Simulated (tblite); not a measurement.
Species: C6H7ClF (doublet state).
Z-matrix (Å and degrees, GFN2-xTB geometry), rows numbered from 1:
```
C 
C   1  1.3187
C   2  1.5010  1  124.25
C   3  1.5095  2  109.93  1  -118.96
C   4  1.3834  3  121.21  2   -83.16
Cl  5  1.6991  4  122.90  3    -1.57
C   4  1.3712  3  117.63  2    94.93
F   7  1.3445  4  121.62  3  -178.59
H   1  1.0765  2  121.90  3   179.97
H   1  1.0781  2  121.89  3    -0.59
H   2  1.0815  1  120.65  3  -179.41
H   3  1.0900  2  110.00  1     2.30
H   3  1.0922  2  109.14  1   121.67
H   5  1.0771  4  121.94  3   178.59
H   7  1.0760  4  125.50  3     1.29
```

Calculated harmonic vibrations of the isolated species, GFN2-xTB (tblite), most abundant isotopes, no scaling. The method is semi-empirical: single wavenumbers can be off by several per cent or more. One conformer, not necessarily the lowest. Open shells enter through the occupations alone, without spin polarisation, and single modes of such species can be off by tens of per cent.

Harmonic wavenumbers (cm⁻¹): 42.2, 62.3, 131.9, 158.7, 185.8, 234.1, 274.8, 408.7, 418.8, 513.2, 544.2, 606.9, 637.4, 660.2, 805.9, 894.5, 910.6, 942.9, 983.9, 1022.4, 1072.3, 1127.4, 1177.6, 1212.4, 1228.7, 1267.1, 1301.8, 1410.3, 1416.2, 1458.1, 1485.0, 1719.3, 2972.9, 3004.2, 3068.2, 3097.4, 3098.9, 3121.5, 3127.9.

A = 1506, B = 1432, C = 786.8 MHz; mass 133.022 u (most abundant isotopes); point group C1, symmetry number 1; spin multiplicity 2.

Problem. Zero-point energy?

Solution. ½Σν̃ = 23903 cm⁻¹ = 68.34 kcal/mol.

Problem. Entropy at 298.15 K, 1 bar (ideal gas, RRHO, classical rotation)?

Solution. Translation 40.59, rotation 29.63, vibration 26.05, spin (R ln 2) 1.38: S = 97.6 cal/(mol K).

Problem. And Cp and H(298.15 K) − H(0)?

Solution. Cp = 33.92 cal/(mol K), of which vibrations give 25.97 (their classical limit is 39 R = 77.5); H(298.15 K) − H(0) = 6.38 kcal/mol without the zero-point energy, 4.01 from vibrations.

Problem. How do the functions run with temperature in this model?

Solution. 
| T (K) | S (cal/(mol K)) | Cp (cal/(mol K)) | H − H(0) (kcal/mol) | G − H(0) (kcal/mol) | ln q(vib) |
| --- | --- | --- | --- | --- | --- |
| 150 | 79.0 | 21.8 | 2.25 | -9.59 | 2.91 |
| 250 | 92.0 | 30.0 | 4.84 | -18.17 | 5.24 |
| 400 | 108.7 | 41.7 | 10.24 | -33.25 | 8.63 |
| 600 | 128.0 | 53.3 | 19.82 | -56.98 | 12.96 |
| 900 | 151.8 | 63.9 | 37.55 | -99.08 | 18.95 |

q(vib) and H(0) count from the zero-point level.

Problem. Which modes carry the vibrational entropy at 298.15 K?

Solution. 42.2 cm⁻¹: 5.15; 62.3 cm⁻¹: 4.38; 131.9 cm⁻¹: 2.92; 158.7 cm⁻¹: 2.57; 185.8 cm⁻¹: 2.27; 234.1 cm⁻¹: 1.85 cal/(mol K); the other 33 give 6.91 together.

Problem. What must be added to the electronic energy to get the Gibbs energy at 298.15 K and 1 bar?

Solution. ZPE + [H(298.15 K) − H(0)] − T·S = 68.34 + 6.38 − 29.11 = 45.61 kcal/mol.

Problem. Blend soft modes into free rotors: weight 1/[1 + (100 cm⁻¹/ν̃)⁴] for the oscillator and the rest for a rotor with moment μB/(μ + B), μ = h/(8π²ν), B = 10⁻⁴⁴ kg m². What vibrational entropy results?

Solution. 23.64 cal/(mol K) in place of 26.05, which changes −T·S at 298.15 K by +0.72 kcal/mol.

Hindered rotation and anharmonicity are outside this model. Other conformers, if any are populated, would add a mixing term that is left out. The structure is chiral; the term R ln 2 for an equal mix with its mirror image is left out.
